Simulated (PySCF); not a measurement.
SMILES C[Si](C)(C)[SiH2]B(O)O (GFN2-xTB optimised geometry):

```
21

C      0.524    -2.090    -1.536
Si     1.105    -1.108     0.000
C      0.534    -2.089     1.544
C      3.018    -1.108     0.000
Si     0.215     1.047     0.000
B     -1.729     1.140     0.337
O     -2.396     2.116     1.019
O     -2.484     0.128    -0.144
H     -0.560    -2.108    -1.589
H      0.888    -1.637    -2.453
H      0.870    -3.120    -1.520
H      0.866    -1.611     2.462
H      0.920    -3.105     1.548
H     -0.550    -2.150     1.580
H      3.410    -0.600     0.876
H      3.425    -2.116    -0.004
H      3.407    -0.593    -0.873
H      0.941     1.908     0.969
H      0.564     1.720    -1.270
H     -1.883     2.842     1.365
H     -3.425     0.207     0.032
```

Method: B3LYP/def2-SVP (PySCF).

**Question.** What are the frontier orbital energies and the dipole moment?

**Answer.** HOMO-2 -7.97 eV, HOMO-1 -7.88 eV, HOMO -7.17 eV, LUMO -0.16 eV, LUMO+1 0.91 eV; dipole moment 1.35 D.

On the same geometry PySCF 2.14.0 with PBE/def2-SVP gives HOMO-2 -6.89 eV, HOMO-1 -6.79 eV, HOMO -6.19 eV, LUMO -0.85 eV, LUMO+1 0.23 eV; dipole moment 1.39 D.

Meta-Löwdin charges at B3LYP/def2-SVP: C1 -0.53, Si2 0.70, C3 -0.53, C4 -0.53, Si5 0.18, B6 0.25, O7 -0.48, O8 -0.47, H9 0.11, H10 0.10, H11 0.10, H12 0.10, H13 0.10, H14 0.10, H15 0.10, H16 0.10, H17 0.10, H18 -0.10, H19 -0.09, H20 0.34, H21 0.32.
